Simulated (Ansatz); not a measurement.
Reaction (formal exchange of groups at a C–F bond): `C=C=C(F)Cl` + SiH₄ → `C=C=C([SiH3])Cl` + H–F

Isolated molecules relaxed with PBE0-D4/def2-TZVP in Ansatz; ΔE leaves out vibrations. CCSD(T)/CBS is the MP2 limit (def2-TZVPP, def2-QZVPP) plus CCSD(T) − MP2 in def2-TZVPP, frozen cores. This one scheme is used for every species. DFT in def2-TZVPP.

CCSD(T)/CBS gives -115.4 kJ/mol.

Task: Another level gave -87.1 kJ/mol. Which?
A. SCS-MP2/def2-TZVPP
B. PBE/def2-TZVPP
C. MP2/def2-TZVPP
D. r2SCAN/def2-TZVPP

Result: B. PBE -87.1, r2SCAN -93.5, SCS-MP2/def2-TZVPP -111.0, MP2/def2-TZVPP -121.6 kJ/mol.

Largest T1 diagnostic among the species: 0.013.

The D4 term adds −10.4 kJ/mol with B3LYP and −5.8 kJ/mol with PBE0; it sums over pairs of atoms, weighted by their polarisabilities, and B3LYP, whose exchange is more repulsive, gets the larger term. In def2-TZVPP, CCSD(T) changes the Hartree–Fock value by −12.7 kJ/mol (the triples alone add −1.1 kJ/mol) and MP2 by −27.8 kJ/mol. From PBE to PBE0 (25 % exact exchange), in def2-TZVPP and without D4, ΔE moves by −8.2 kJ/mol.

B3LYP here is the variant with VWN-RPA as its local correlation; programs differ in this.
